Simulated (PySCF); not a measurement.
C₂H₆BClO. Atoms are numbered in the order given.

```xyz
11

B     -0.0867     0.0695     0.1798
Cl     1.0091     1.4826     0.1117
C     -1.1124    -0.0174     1.3685
H     -1.7347    -0.9241     1.3849
H     -1.7841     0.8574     1.3324
H     -0.5772     0.0544     2.3299
O      0.0698    -0.8083    -0.8245
C     -0.6606    -1.9996    -1.0275
H     -1.3246    -1.8783    -1.8984
H      0.0478    -2.8139    -1.2430
H     -1.2688    -2.2788    -0.1532
```

Geometry: B3LYP-D3(BJ)/def2-SVP. The structure was generated by enumeration, and PubChem lists no compound with its InChIKey, so it may never have been made. One conformer was computed; it need not be the lowest.

Method: PBE0/pcSseg-1 in PySCF.

GIAO shieldings, no solvent; atoms alike by connectivity are averaged. δ = σ(ref) − σ: ¹¹B against BF3 (σ = 88.8 ppm); ³⁵Cl against HCl (σ = 945.9 ppm); ¹³C against TMS (σ = 186.3 ppm); ¹H against TMS (σ = 31.56 ppm); ¹⁷O against H2O (σ = 334.2 ppm), references at their B3LYP-D3(BJ)/def2-TZVP geometries, non-relativistic (without spin–orbit terms, shifts of atoms bonded to Cl or Br come out too high).

```json
[
 {"atoms": "B1", "nucleus": "¹¹B", "count": "1", "δ (ppm)": "31.3"},
 {"atoms": "Cl2", "nucleus": "³⁵Cl", "count": "1", "δ (ppm)": "___"},
 {"atoms": "C8", "nucleus": "¹³C", "count": "1", "δ (ppm)": "___"},
 {"atoms": "C3", "nucleus": "¹³C", "count": "1", "δ (ppm)": "3.2"},
 {"atoms": "H9, H10, H11", "nucleus": "¹H", "count": "3", "δ (ppm)": "4.24"},
 {"atoms": "H4, H5, H6", "nucleus": "¹H", "count": "3", "δ (ppm)": "0.91"},
 {"atoms": "O7", "nucleus": "¹⁷O", "count": "1", "δ (ppm)": "___"}
]
```

Some entries are withheld; supply them. (The exact figures need the calculation; the answer reports its results.)


- Cl2, δ (ppm): 156.6
- O7, δ (ppm): 170.8
- C8, δ (ppm): 58.4
